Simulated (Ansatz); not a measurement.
`O=C=[N][Al]([F])[F]` + H₂O → `[OH][Al]([F])[F]` + `N=C=O` at 600 K and 1 bar (formal hydrolysis of the Al–N bond).

Computed with Ansatz on PBE0-D4/def2-TZVP structures; ΔE is electronic, products minus reactants. CCSD(T)/CBS is the MP2 limit (def2-TZVPP, def2-QZVPP) plus CCSD(T) − MP2 in def2-TZVPP, frozen cores. This one scheme is used for every species. One conformer a species, not always the lowest.

```csv
species,CCSD(T)/CBS energy (Eh),H − E (kJ/mol),S (J/(mol·K))
`O=C=[N][Al]([F])[F]`,-609.73954,100.7,416.9
H₂O,-76.37941,76.8,212.8
`[OH][Al]([F])[F]`,-517.59653,90.4,356.5
`N=C=O`,-168.51995,83.3,274.5
```

H − E and S are ideal-gas, rigid-rotor, harmonic terms from PBE0-D4/def2-TZVP, for one conformer and one mirror image of each species. 1 Eh = 2625.50 kJ/mol, R = 8.31446 J/(mol·K).

**Question.** By hand: ΔE, ΔH, ΔS and ΔG.

**Answer.** ΔE = (-517.59653) + (-168.51995) − (-609.73954) − (-76.37941) = 0.00247 Eh = 6.5 kJ/mol. Δ(H − E) = 90.4 + 83.3 − 100.7 − 76.8 = -3.8, so ΔH = 2.7 kJ/mol. ΔS = 356.5 + 274.5 − 416.9 − 212.8 = 1.3 J/(mol·K). ΔG = 2.7 − 600 × (1.3)/1000 = 1.9 kJ/mol.

**Question.** By hand: the equilibrium constant, and the temperature at which ΔG would vanish if ΔH and ΔS stayed fixed.

**Answer.** log₁₀ K = −ΔG/(RT ln 10) = -0.2. ΔG = 0 at ΔH/ΔS = 2077 K, though so small a ΔH makes that figure unsure.

The number of gas molecules stays the same, so ΔS is small and ΔH decides. The sign of ΔG lies within the doubt. A doubt of 5 kJ/mol in ΔE shifts log₁₀ K by 0.4 here. Other conformers and mirror images would add mixing entropy, several J/(mol·K) or more a flexible species. Modes under 60 cm⁻¹, often nearly free rotors, make the harmonic entropy too high. These are equilibria of isolated gas molecules and say nothing of rates. Largest T1 diagnostic: 0.018 (customary marks: 0.02 for closed shells, 0.045 for open ones).
